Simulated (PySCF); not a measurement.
CH₅BrGe, SMILES [CH3][GeH2][Br]. Heavy atoms are numbered as in [GeH2:1]([CH3:2])[Br:3]. Hydrogens are named by the atom that carries them.

Geometry: ωB97X-D3(BJ)/def2-SVP.

Calculation: PBE/pcSseg-1 in PySCF.

GIAO shieldings, no solvent; atoms alike by connectivity are averaged. δ = σ(ref) − σ: ⁷³Ge against GeH4 (σ = 1614.4 ppm); ¹³C against TMS (σ = 182.0 ppm); ¹H against TMS (σ = 31.49 ppm), references at their B3LYP-D3(BJ)/def2-TZVP geometries, non-relativistic (without spin–orbit terms, shifts of atoms bonded to Cl or Br come out too high).

| nucleus | atoms | count | δ (ppm) |
|---|---|---|---|
| ⁷³Ge | Ge1 (GeH2) | 1 | 327.2 |
| ¹³C | C2 (CH3) | 1 | 6.3 |
| ¹H | H on Ge1 | 2 | 5.69 |
| ¹H | H on C2 | 3 | 1.07 |
